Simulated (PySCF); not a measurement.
Br3ISi.
Numbering: `[Br:1][Si:2]([Br:3])([Br:4])[I:5]`

Method used: PBE0-D3(BJ)/def2-SVP geometry optimisation, gas phase, def2 core potentials past Kr (PySCF).

Entries marked ? are missing. Bonds in one row agree within 0.01 Å.

| coordinate | value |
| --- | --- |
| Br1–Si2, Si2–Br3, Si2–Br4 | ? |
| Si2–I5 | ? |
| Br1–Si2–Br3 | ? |
| Br1–Si2–I5 | ? |

Task: Estimate the withheld lengths and angles.

Result: 
- Br1–Si2, Si2–Br3, Si2–Br4 = 2.205 Å, drawn single (ends: bromine bonded to Si; four-coordinate silicon); 0.10 Å below the sum of covalent radii, 2.31 Å.
- Si2–I5 = 2.427 Å, drawn single (ends: four-coordinate silicon; iodine bonded to Si); 0.07 Å below the sum of covalent radii, 2.50 Å.
- Br1–Si2–Br3 = 109.4°, at the four-coordinate silicon; the outer atoms are 3.601 Å apart.
- Br1–Si2–I5 = 109.8°, at the four-coordinate silicon; the outer atoms are 3.793 Å apart.

Radii are Cordero's.

No frequency check.

Time: 3.3 min; peak memory 0.71 GiB. Hardware: Arm Neoverse V1, one thread, no GPU, on a shared host. That covers the optimisation of the geometry.
